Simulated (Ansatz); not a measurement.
Molecule: HO, net charge 1, triplet state. SMILES: [OH+]
Coordinates optimised at B3LYP-D3(BJ)/def2-TZVP (Ansatz, a program for electronic structure):
```
O
H 1 1.0408
```
Charge +1, spin multiplicity 3.

Quantity: vertical electron affinity (to the doublet state of charge +0; a negative value means that the extra electron is unbound and the number depends on the basis; each state is the SCF solution reached for its spin), in eV. Correlated levels leave the core frozen unless marked. Open shells are spin-unrestricted. Spin-orbit coupling is left out. No relativistic terms. CBS(X,Y): correlation extrapolated as X^-3; Hartree-Fock from the larger set.

CCSD(T)/CBS(aug-cc-pVTZ,aug-cc-pVQZ) (Ansatz) gives 12.94 eV.

Question: Another calculation gave 13.11 eV. Which level was it?
A) SVWN5/def2-TZVPD (Ansatz)
B) PBE/def2-TZVPD (Ansatz)
C) wB97X/def2-TZVPD (Ansatz)
D) BHLYP/def2-TZVPD (Ansatz)

Answer: B, PBE/def2-TZVPD (Ansatz). The others give 12.95 (wB97X), 13.33 (SVWN5), 12.75 (BHLYP) eV.
